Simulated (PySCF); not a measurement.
**MAl for M along the halogens**

CCSD(T) with triple-zeta basis sets in PySCF, for the lowest determinant that a PBE0 search found; no spin–orbit coupling. De refers to high-spin ground-configuration atoms.

```
 M       basis  reference, frozen orbitals  state (unpaired electrons)  Re (Å)  ωe (cm⁻¹)  De (eV)
 F  def2-TZVPP                      RHF, 6      singlet (closed shell)   1.665        797     6.83
Cl  def2-TZVPP                     RHF, 10      singlet (closed shell)   2.146        484     5.09
 I  def2-TZVPP                      RHF, 9      singlet (closed shell)   2.545        320     3.87
```

Q: The row for M = Br is missing. Estimate Re, ωe and De as the mean of the rows for Cl and I, and compare with the calculation.

A: The means are 2.345 Å, 402 cm⁻¹ and 4.48 eV. RHF-CCSD(T) in def2-TZVPP gives AlBr as a singlet (closed shell) with Re = 2.315 Å, ωe = 380 cm⁻¹, De = 4.56 eV, so the estimate is off by +3.1 pm, +6 % and -0.08 eV.

Correlated steps freeze the inner cores (6 to 14 orbitals); shallow outer-core shells are correlated. These are scalar-relativistic numbers at best; spin–orbit coupling would shift them, the dissociation energy most. Where the molecule has an RHF reference, its open-shell atoms are computed with UHF.
